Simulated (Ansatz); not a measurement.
This geometry of C2H10GeN2 (15 atoms, charge 0, multiplicity 1) is a first-order saddle point.

Method: Ansatz 0.2.0, RKS PBE/def2-SVP.

```xyz
15
Properties=species:S:1:pos:R:3
N -0.408 0.056 1.610
C 0.656 0.401 0.669
N 1.739 -0.540 0.940
C 0.328 0.353 -0.860
Ge -1.466 -0.328 -1.336
H -1.216 0.682 1.518
H -0.725 -0.908 1.439
H 0.915 1.467 0.908
H 2.572 -0.296 0.390
H 1.998 -0.464 1.932
H 1.055 -0.300 -1.388
H 0.411 1.359 -1.320
H -2.589 0.589 -0.777
H -1.590 -0.354 -2.885
H -1.703 -1.769 -0.810
```

Q: Which two structures does it join? (They come from a converged band through this point; their orientation in space is the band's.)

A: No bond is made or broken. The dihedral N1–C2–C4–Ge5 goes from 51 to -71°.

First end point:

```xyz
15
Properties=species:S:1:pos:R:3
N -0.300 -0.331 1.641
C 0.555 0.316 0.652
N 1.931 0.004 1.032
C 0.348 -0.121 -0.816
Ge -1.530 -0.051 -1.426
H -1.278 -0.033 1.542
H -0.264 -1.353 1.522
H 0.304 1.409 0.711
H 2.594 0.484 0.410
H 2.098 0.351 1.985
H 0.718 -1.163 -0.933
H 0.951 0.511 -1.504
H -2.214 1.249 -0.913
H -1.590 -0.062 -2.977
H -2.347 -1.262 -0.898
```

Last end point:

```xyz
15
Properties=species:S:1:pos:R:3
N -0.281 0.768 1.692
C 0.691 0.470 0.649
N 1.093 -0.921 0.845
C 0.190 0.635 -0.804
Ge -1.116 -0.762 -1.344
H -0.586 1.747 1.624
H -1.116 0.181 1.556
H 1.528 1.204 0.797
H 1.868 -1.171 0.219
H 1.419 -1.043 1.812
H 1.037 0.581 -1.523
H -0.267 1.637 -0.938
H -2.127 -1.081 -0.210
H -1.933 -0.222 -2.556
H -0.420 -2.073 -1.790
```

Q: How far does it lie above each of them?

A: 2.9 kcal/mol above the first and 3.9 kcal/mol above the second. This is the barrier of this one path; another mechanism may lie lower.

The run took 15 min on 2 threads of Arm Neoverse V1, with other jobs on the host, peak memory 0.2 GiB.
